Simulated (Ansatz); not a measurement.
Job for Ansatz (a first-principles code): R-wB97X-V/def2-TZVPP on GeH3ITe (SMILES [GeH3][Te]I), a point of a torsion scan. Elements past Kr take the def2 small-core potentials; no spin–orbit coupling.

Ansatz 0.2 input:
```yaml
crystal:
  periodic: [false, false, false]
  atoms:
    - {symbol: Ge, position_ang: [-0.73489663, 0.00138274, -0.00046667]}
    - {symbol: Te, position_ang: [1.31369591, 1.45836894, -0.04730386]}
    - {symbol: I, position_ang: [3.05898694, -0.58364945, -0.15716128]}
    - {symbol: H, position_ang: [-1.05745536, -0.58478422, 1.34246486]}
    - {symbol: H, position_ang: [-1.90479804, 0.85699810, -0.37193474]}
    - {symbol: H, position_ang: [-0.68021157, -1.14098905, -0.96566519]}
basis:
  gaussian:
    orbitals: def2-TZVPP
hamiltonian:
  xc: {name: wB97X-V}
scf: {lower_state_search: off}
```

Output:

```
WARN ansatz: RAYON_NUM_THREADS=1 ignored (pool sized by the plan → 1); use --threads N
Functional definition: wB97X-V
these checks for a lower state are left out or cut short: stability, starts, cluster_reference, orbital_swaps, neighbouring_geometries, increment
integrals: 0.18 GiB planned
1366 factors; their error is unknown
integrals: 0.21 GiB planned
276 factors; integrals over basis functions are off by at most 6.8e-5 eV
mean field: 1.49 GiB planned
mean field evaluation 1: about -71955.6861 eV, gradient 1.9e1 eV
mean field evaluation 2: about -71955.9900 eV, gradient 1.8e1 eV
mean field evaluation 4: about -71956.2860 eV, gradient 5.2e-1 eV
mean field evaluation 8: about -71956.7030 eV, gradient 6.0e-1 eV
mean field evaluation 16: about -71956.7032 eV, gradient 1.9e-4 eV
mean field -71956.70322708 eV, -2644.3600695898 hartree, gradient 5.1e-6 eV, S^2 0.000000; 0 other end points of the search recorded, 0 dependent functions left out
reference -71956.70322521 eV, -2644.3600695212 hartree; 42, 42 occupied and 148, 148 virtual orbitals, 1366 factors
Total energy: -71956.70322521 eV, -2644.3600695212 hartree
Checks for a lower state left out: stability, starts, cluster_reference, orbital_swaps, neighbouring_geometries, increment
```

The run converged.

Cost: very roughly 8 core-seconds.
